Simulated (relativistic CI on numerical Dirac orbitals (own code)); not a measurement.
# Line list: Electric-dipole lines, Se³⁺

Method of calculation: Dirac-Coulomb-Breit CI, orbitals from a KLI potential per configuration, model QED (radiative potential, 1s self-energy scaled to tabulated hydrogen-like ionisation energies), valence Slater integrals scaled by 0.85, configuration energies shifted to the measured levels that pair with them (semi-empirical) (own radial code, finite nucleus).

Configurations in the expansion (outside the closed core [Ar] 3d10): 4s²4p, 4s4p², 4s²4d, 4s²5s, 4s²5p, 4s²4f, 4s²5d, 4s²6s, 4p³, 4s4p4d, 4s4p4f, 4p4d², 4s²6p, 4s4p5s, 4s²5f, 4s²5g, 4p²4d, 4s²6d, 4s²6f, 4s4p5p, 4s4d², 4p4f², 4s4p5d, 4s4p6s, 4p²4f, 4s4p6p, 4s4d4f, 4s4p5f, 4s4p5g, 4s4p6d. Levels of other configurations are missing.

```csv
λ vac (Å),Lower,Upper,A (s⁻¹),gf,Branching (%)
415.38,4s²4p ²P°1/2 [1],4s²6s ²S1/2 [38],9.92e+08,5.13e-02,23.5
420.60,4s²4p ²P°1/2 [1],4s²5d ²D3/2 [34],1.66e+09,1.77e-01,55.1
422.75,4s²4p ²P°3/2 [2],4s²6s ²S1/2 [38],2.04e+09,1.09e-01,48.2
427.92,4s²4p ²P°3/2 [2],4s²5d ²D5/2 [35],1.85e+09,3.05e-01,64.5
428.16,4s²4p ²P°3/2 [2],4s²5d ²D3/2 [34],3.06e+08,3.36e-02,10.1
635.97,4s²4p ²P°1/2 [1],4s²5s ²S1/2 [13],2.01e+09,2.44e-01,31.7
652.57,4s²4p ²P°1/2 [1],4s²4d ²D3/2 [11],1.09e+10,2.79e+00,80.3
653.42,4s²4p ²P°3/2 [2],4s²5s ²S1/2 [13],4.32e+09,5.54e-01,68.3
669.39,4s²4p ²P°3/2 [2],4s²4d ²D5/2 [12],1.30e+10,5.23e+00,100.0
670.32,4s4p² ⁴P3/2 [4],4s²4f ²F°5/2 [26],1.94e+07,7.85e-03,0.6
670.96,4s²4p ²P°3/2 [2],4s²4d ²D3/2 [11],2.68e+09,7.22e-01,19.7
681.00,4s4p² ⁴P5/2 [5],4s²4f ²F°5/2 [26],3.90e+06,1.63e-03,0.1
681.26,4s4p² ⁴P5/2 [5],4s²4f ²F°7/2 [25],9.41e+07,5.24e-02,2.9
719.59,4s²4p ²P°1/2 [1],4s4p² ²P3/2 [10],2.41e+09,7.48e-01,20.3
731.68,4s²4p ²P°1/2 [1],4s4p² ²P1/2 [9],5.92e+09,9.50e-01,52.9
742.01,4s²4p ²P°3/2 [2],4s4p² ²P3/2 [10],9.46e+09,3.13e+00,79.7
754.88,4s²4p ²P°3/2 [2],4s4p² ²P1/2 [9],5.26e+09,8.99e-01,47.1
782.43,4s²4p ²P°1/2 [1],4s4p² ²S1/2 [8],3.30e+09,6.06e-01,73.4
796.70,4s4p² ²D3/2 [6],4s²4f ²F°5/2 [26],1.61e+09,9.16e-01,51.0
800.16,4s4p² ²D5/2 [7],4s²4f ²F°7/2 [25],1.80e+09,1.38e+00,55.5
809.02,4s²4p ²P°3/2 [2],4s4p² ²S1/2 [8],1.20e+09,2.35e-01,26.6
924.20,4s4p² ⁴P5/2 [5],4s²5p ²P°3/2 [15],2.11e+06,1.08e-03,0.2
959.63,4s²4p ²P°1/2 [1],4s4p² ²D3/2 [6],4.30e+08,2.37e-01,94.7
995.07,4s²4p ²P°3/2 [2],4s4p² ²D5/2 [7],3.73e+08,3.33e-01,100.0
999.93,4s²4p ²P°3/2 [2],4s4p² ²D3/2 [6],2.39e+07,1.43e-02,5.3
1151.1,4s4p² ²D3/2 [6],4s²5p ²P°3/2 [15],3.85e+07,3.06e-02,4.3
1166.4,4s4p² ²D3/2 [6],4s²5p ²P°1/2 [14],3.41e+08,1.39e-01,40.0
1267.8,4s²4p ²P°1/2 [1],4s4p² ⁴P1/2 [3],2.72e+06,1.31e-03,64.4
1270.9,4s²4p ²P°3/2 [2],4s4p² ⁴P5/2 [5],2.22e+06,3.23e-03,100.0
1307.4,4s²4d ²D3/2 [11],4s²4f ²F°5/2 [26],1.28e+09,1.98e+00,40.8
1309.9,4s²4p ²P°3/2 [2],4s4p² ⁴P3/2 [4],6.20e+05,6.38e-04,91.4
1314.4,4s²4d ²D5/2 [12],4s²4f ²F°7/2 [25],1.35e+09,2.80e+00,41.6
1339.1,4s²4p ²P°3/2 [2],4s4p² ⁴P1/2 [3],1.50e+06,8.09e-04,35.6
2013.7,4s²5p ²P°3/2 [15],4s²6s ²S1/2 [38],7.96e+08,9.68e-01,18.8
2091.4,4s²5p ²P°1/2 [14],4s²5d ²D3/2 [34],8.73e+08,2.29e+00,28.9
2136.4,4s²5p ²P°3/2 [15],4s²5d ²D5/2 [35],1.01e+09,4.15e+00,35.2
2667.1,4s²4d ²D5/2 [12],4s²5p ²P°3/2 [15],2.33e+08,9.93e-01,26.1
2954.8,4s²5s ²S1/2 [13],4s²5p ²P°3/2 [15],2.90e+08,1.52e+00,32.5
12164.9,4s²4f ²F°7/2 [25],4s²5d ²D5/2 [35],6.70e+06,8.92e-01,0.2
```

Terms are leading LS components. Brackets give the number of a level in order of energy, since labels repeat. The list gives strong lines, with weight on those to low levels, without configurations that were not tied to measured data, without lines whose two gauges differ by over a factor of 2.5, among the lowest 143 of 453 levels, so that lines to higher ones, which can be the strongest, are missing, and without lines across small gaps between configurations. Levels whose partners in the same complex of configurations lie outside the list can be far off, and so can their lines. Rates are taken at the computed energies, electric ones in the length gauge.

Configurations whose levels could be paired with our table of measured levels were shifted onto them, all but the ground configuration, by the median error of their levels; single terms can still be off by 1,000 to 2,000 cm⁻¹ or more, and rates follow the energies as ν³ (E1, M1) or ν⁵ (E2). The others borrow a shift and can be off by several thousand cm⁻¹ or more. The fine structure of a lone outer electron comes out too small, for d and f at times inverted, and misplaced configurations move strength between like terms. 16 of the 16 excited levels that our extract of the measured tables holds in this range could be paired (the sources list more); they are missed by 154 cm⁻¹ on average and 981 at most, after the shifts were fitted to these levels, and levels without a partner can miss by more.

LS names give the leading component of a level, which can be under half, so a name can repeat, a term be missing and a line seem to break the LS rules.
